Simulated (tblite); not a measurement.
Record of a relaxation.

Species: C5H5F3Si.
Numbering: `[CH:1]#[C:2]/[C:3](=[CH:4]\[SiH3:5])[C:6]([F:7])([F:8])[F:9]` (hydrogens: H10 on C1; H11 on C4; H12, H13, H14 on Si5)

Computed with GFN2-xTB (tblite), gas phase: L-BFGS steps from a force-field or distance-geometry start until the largest atomic force falls under 0.01 eV/Å. 5 of its 33 geometries are shown.

Step 0: E = -791.4444 eV, largest atomic force 2.318 eV/Å
```
atom  x, y, z in Å  |  force x, y, z in eV/Å
C1     -1.043    2.249    0.647   -1.274   1.619   0.501
C2     -0.324    1.346    0.362    1.632  -1.591  -0.422
C3      0.570    0.256    0.048   -1.313  -0.101  -0.148
C4      0.074   -0.955   -0.272    1.636   0.323   0.131
Si5    -1.658   -1.549   -0.341   -1.829  -0.182  -0.123
C6      2.042    0.553    0.059    0.563   0.050   0.098
F7      2.470    0.967    1.282   -0.145  -0.127  -0.542
F8      2.807   -0.527   -0.257   -0.437   0.574   0.160
F9      2.386    1.527   -0.820   -0.125  -0.359   0.375
H10    -1.705    3.060    0.897    0.566  -0.711  -0.233
H11     0.769   -1.762   -0.509    0.228   0.388   0.072
H12    -2.315   -1.409    0.976    0.169   0.022  -0.232
H13    -1.668   -2.978   -0.723    0.110   0.271   0.069
H14    -2.405   -0.777   -1.370    0.219  -0.176   0.292
```

Step 8: E = -791.5956 eV, largest atomic force 0.139 eV/Å
```
atom  x, y, z in Å  |  force x, y, z in eV/Å
C1     -1.027    2.237    0.642   -0.022   0.041   0.014
C2     -0.292    1.329    0.365   -0.095  -0.057  -0.016
C3      0.539    0.237    0.035    0.062   0.063   0.042
C4      0.093   -0.984   -0.270    0.020   0.032  -0.007
Si5    -1.710   -1.543   -0.343    0.014   0.035  -0.012
C6      2.022    0.554    0.061   -0.009  -0.021  -0.001
F7      2.447    0.970    1.268   -0.092  -0.009   0.005
F8      2.776   -0.510   -0.252    0.062  -0.006  -0.012
F9      2.365    1.524   -0.806   -0.082  -0.007  -0.011
H10    -1.672    3.029    0.885    0.061  -0.007  -0.006
H11     0.845   -1.723   -0.502    0.067  -0.119  -0.028
H12    -2.317   -1.395    0.980    0.010   0.050  -0.041
H13    -1.659   -2.957   -0.719   -0.018   0.004  -0.003
H14    -2.412   -0.766   -1.367    0.023   0.002   0.076
```

Step 16: E = -791.6070 eV, largest atomic force 0.084 eV/Å
```
atom  x, y, z in Å  |  force x, y, z in eV/Å
C1     -1.014    2.230    0.640   -0.010   0.002   0.000
C2     -0.318    1.292    0.359   -0.003  -0.030  -0.017
C3      0.532    0.211    0.031    0.064   0.046   0.030
C4      0.116   -1.018   -0.280   -0.021   0.064   0.016
Si5    -1.694   -1.538   -0.343   -0.080  -0.010  -0.018
C6      2.005    0.555    0.063    0.013   0.007  -0.004
F7      2.408    0.976    1.276   -0.030   0.050  -0.013
F8      2.792   -0.486   -0.247    0.006  -0.033  -0.001
F9      2.323    1.530   -0.807   -0.025   0.055   0.033
H10    -1.641    3.038    0.884    0.058  -0.048  -0.013
H11     0.877   -1.749   -0.508    0.005  -0.069  -0.021
H12    -2.309   -1.353    0.969    0.026   0.009   0.040
H13    -1.670   -2.949   -0.720   -0.035  -0.065  -0.013
H14    -2.407   -0.741   -1.339    0.033   0.021  -0.019
```

Step 24: E = -791.6123 eV, largest atomic force 0.047 eV/Å
```
atom  x, y, z in Å  |  force x, y, z in eV/Å
C1     -0.999    2.214    0.635   -0.007   0.019   0.005
C2     -0.323    1.264    0.351    0.001   0.013   0.009
C3      0.534    0.190    0.028    0.006   0.006  -0.008
C4      0.118   -1.038   -0.286    0.019  -0.012  -0.001
Si5    -1.698   -1.542   -0.344   -0.019   0.008   0.002
C6      1.997    0.564    0.067    0.007   0.010  -0.005
F7      2.380    1.002    1.280    0.004  -0.021   0.009
F8      2.807   -0.459   -0.242    0.019   0.009   0.016
F9      2.293    1.553   -0.796   -0.003   0.005  -0.019
H10    -1.607    3.033    0.880   -0.021   0.011   0.003
H11     0.872   -1.776   -0.516    0.036  -0.028  -0.010
H12    -2.284   -1.331    0.977   -0.009  -0.015   0.031
H13    -1.707   -2.955   -0.720   -0.029  -0.010   0.000
H14    -2.384   -0.718   -1.337   -0.007   0.005  -0.031
```

Step 32: E = -791.6132 eV, largest atomic force 0.009 eV/Å
```
atom  x, y, z in Å  |  force x, y, z in eV/Å
C1     -0.997    2.214    0.635   -0.001  -0.005  -0.001
C2     -0.323    1.261    0.351    0.005   0.001  -0.001
C3      0.535    0.187    0.027    0.002  -0.001  -0.002
C4      0.122   -1.042   -0.287    0.002  -0.005  -0.001
Si5    -1.699   -1.540   -0.344    0.005  -0.001   0.001
C6      1.998    0.566    0.066    0.003   0.007   0.003
F7      2.376    1.003    1.281    0.002  -0.002   0.009
F8      2.816   -0.452   -0.239   -0.009   0.002  -0.001
F9      2.289    1.557   -0.796    0.003   0.000  -0.009
H10    -1.607    3.031    0.880   -0.005  -0.001   0.000
H11     0.877   -1.781   -0.518   -0.001   0.003   0.001
H12    -2.281   -1.334    0.982   -0.002   0.003  -0.001
H13    -1.728   -2.954   -0.718   -0.006  -0.003   0.000
H14    -2.379   -0.717   -1.343    0.000   0.003   0.003
```

Problem. Summarise the path.

Solution. The energy falls by 3.89 kcal/mol from step 0 to step 32; nine tenths of that is first reached at step 9. It rises by more than 0.2 meV at step 1. The largest force goes from 2.318 to 0.009 eV/Å. Among the bonds C4–Si5 changes most, from 1.832 to 1.888 Å; the atoms move by 0.083 Å rms after alignment.

Problem. Follow the three bonds and two angles with the largest change from start to end.

Solution. 
```
step  E above end (kcal/mol)  largest force (eV/Å)  C4–Si5 (Å)  C2–C3 (Å)  C1–H10 (Å)  Si5–C4–H11 (°)  C3–C4–Si5 (°)
   0                    3.89                 2.318       1.832      1.445       1.076           110.8          130.4
   1                    4.63                 5.467       1.881      1.402       1.032           110.2          128.6
   3                    1.13                 0.518       1.884      1.421       1.055           111.9          128.2
   4                    0.90                 0.323       1.884      1.421       1.051           112.6          128.2
   6                    0.55                 0.165       1.890      1.413       1.048           115.4          127.4
   7                    0.46                 0.137       1.889      1.412       1.050           116.5          127.0
   8                    0.41                 0.139       1.889      1.411       1.050           117.0          126.7
  10                    0.33                 0.112       1.890      1.411       1.049           117.5          126.3
  11                    0.29                 0.136       1.891      1.411       1.048           117.6          126.0
  13                    0.21                 0.116       1.888      1.412       1.048           118.1          125.1
  14                    0.19                 0.078       1.886      1.413       1.049           118.4          124.7
  15                    0.17                 0.086       1.884      1.413       1.050           118.7          124.4
  17                    0.11                 0.112       1.885      1.414       1.052           119.0          123.9
  18                    0.08                 0.099       1.887      1.414       1.051           119.0          123.8
  19                    0.07                 0.072       1.889      1.414       1.050           118.9          123.8
  21                    0.04                 0.060       1.889      1.413       1.049           118.7          123.8
  22                    0.03                 0.062       1.888      1.412       1.048           118.7          123.8
  24                    0.02                 0.047       1.885      1.411       1.049           118.9          123.6
  25                    0.01                 0.065       1.885      1.412       1.049           119.0          123.5
  26                    0.01                 0.057       1.886      1.412       1.049           119.1          123.4
  28                    0.00                 0.014       1.888      1.413       1.049           119.1          123.3
  29                    0.00                 0.014       1.888      1.413       1.049           119.1          123.3
  31                    0.00                 0.012       1.888      1.413       1.049           119.1          123.3
  32                    0.00                 0.009       1.888      1.413       1.049           119.2          123.3
```

The cost below is that of the whole relaxation. The run took 0.68 s on Intel Xeon at 2.50 GHz, one thread, shared host with 64 logical CPUs at a one-minute load of 6.6.
